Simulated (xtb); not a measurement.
xtb was given this input:
```
$ xtb mol.xyz --gfn 1 --etemp 1000 --json

# file mol.xyz
9

F      2.21885290     0.19334445    -1.14768293
Si     1.49242503     0.32186169     0.23964350
F      2.33834457    -0.41456129     1.33748724
F      1.39842636     1.84874384     0.60070824
O      0.05739792    -0.36176336     0.18858272
Si    -1.48267425    -0.38331814    -0.20760702
F     -1.71986274     0.17718168    -1.65679789
F     -2.32640504     0.48452724     0.79431689
F     -1.97554429    -1.87206957    -0.14549515
```

Problem. What does this run give for the HOMO-LUMO gap, dipole moment, partial charges in atom order, total energy (a free energy at this electronic temperature)?

Solution. 
HOMO-LUMO gap: 10.67 eV
dipole moment: 0.01 D
partial charges in atom order: F1 -0.20, Si2 0.74, F3 -0.20, F4 -0.20, O5 -0.29, Si6 0.74, F7 -0.20, F8 -0.20, F9 -0.20
total energy (a free energy at this electronic temperature): -39.823179 Ha
